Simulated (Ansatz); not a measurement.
`C#[C][GeH]([CH3])[CH3]` + `[CH3][SnH2][F]` → `C#[C][SnH]([CH3])[F]` + `[CH3][GeH2][CH3]`  (formal exchange of groups at a C–Ge bond)

Program: Ansatz. Geometries: PBE0-D4/def2-TZVP. ΔE: electronic, gas phase. CCSD(T)/CBS is the MP2 limit (def2-TZVPP, def2-QZVPP) plus CCSD(T) − MP2 in def2-TZVPP, frozen cores. DFT in def2-TZVPP. def2 core potentials past Kr. For Ge, Sn outer-core shells are correlated without core-valence functions, which leaves a few kJ/mol of doubt a bond. Scalar relativity is left out up to krypton.

Problem. Is it downhill or uphill in electronic energy at CCSD(T)/CBS, and by how much? (An estimate is asked.)

Solution. Ansatz gave: Nearly level: ΔE = +1.3 kJ/mol.

Problem. What do these levels give: PBE-D4, PBE0-D4, HF/def2-TZVPP, CCSD(T)/def2-TZVPP, HF/CBS(def2), MP2/CBS(def2)? (Best estimate.)

Solution. The calculation gave: PBE-D4 7.0, PBE0-D4 7.4, HF/def2-TZVPP 5.1, CCSD(T)/def2-TZVPP 4.7, HF/CBS(def2) 4.0, MP2/CBS(def2) 1.5 kJ/mol.

Largest T1 diagnostic among the species: 0.013.
